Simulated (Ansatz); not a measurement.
A structure relaxed at PBE0-D4/def2-TZVP, charge 0, multiplicity 1:

Cartesian coordinates in Å:
```
C -1.705 0.727 -0.821
Sn 0.340 0.303 -0.292
C 0.547 0.697 1.817
Al 1.146 -2.138 -0.994
H -1.857 0.593 -1.892
H -2.378 0.059 -0.285
H -1.945 1.758 -0.556
H 1.310 1.476 -1.103
H 0.267 1.731 2.023
H 1.577 0.539 2.136
H -0.104 0.035 2.389
H 2.419 -2.806 -0.311
H 0.382 -2.974 -2.112
```

(1) Give its formula and SMILES.

(2) Point group (tolerance 0.08 Å, 0.16 Å for H)?

(3) Summarise the bond lengths by kind.

## Answers

(1) C2H9AlSn, `[CH3][SnH]([CH3])[AlH2]`.

(2) C1.

(3) 2 × C–Sn 2.154 to 2.155 Å; 6 × C–H 1.090 to 1.091 Å; 1 × Al–Sn 2.665 Å; 1 × H–Sn 1.725 Å; 2 × Al–H 1.592 Å.

All numbers were calculated with Ansatz.
